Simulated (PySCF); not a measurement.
Problem. Write Cartesian coordinates for `C[S@@+]([AlH3-])CC#N` as optimised with PBE0-D3(BJ)/def2-SVP.

Solution. 
```
atom  x, y, z in Å
C1    -0.718    1.501    0.245
S2    -0.036    0.290   -0.907
Al3    2.315    0.103   -0.120
C4    -0.649   -1.257   -0.165
C5    -2.097   -1.346   -0.216
N6    -3.254   -1.374   -0.242
H7    -0.384    2.484   -0.112
H8    -1.816    1.454    0.220
H9    -0.332    1.324    1.258
H10    2.696   -1.189   -0.987
H11    1.915   -0.143    1.419
H12    2.833    1.553   -0.548
H13   -0.187   -2.072   -0.742
H14   -0.287   -1.327    0.874
```

Orientation and origin are arbitrary. Atoms count from 1 in this order. Al3 (aluminium bonded to S and 3 H) has angles from 94.5° to 120.7°. S2 (sulfur bonded to Al and 2 C) is pyramidal (angles 101.9°, 100.5° and 97.2°, sum 299.6°, 0.93 Å off the plane of its three neighbours). Of the pairs four or more bonds apart, C5···H8 is among the closest relative to their van der Waals radii: 2.85 Å, 98 % of the sum of Bondi's values.

Bonds between heavy atoms (Å): C1–S2 1.805, S2–Al3 2.487, S2–C4 1.823, C4–C5 1.452, C5≡N6 1.157.

Method used: PySCF, PBE0-D3(BJ)/def2-SVP geometry optimisation, gas phase.

Point group: C1 (no symmetry element, even within 0.4 Å). Not checked by PBE0-D3(BJ)/def2-SVP frequencies. One conformer, not necessarily the lowest (C1–S2–C4–C5 65°).

Time: 40 s. Hardware: x86-64 server, one thread, no GPU, shared host. These figures are those of the optimisation.
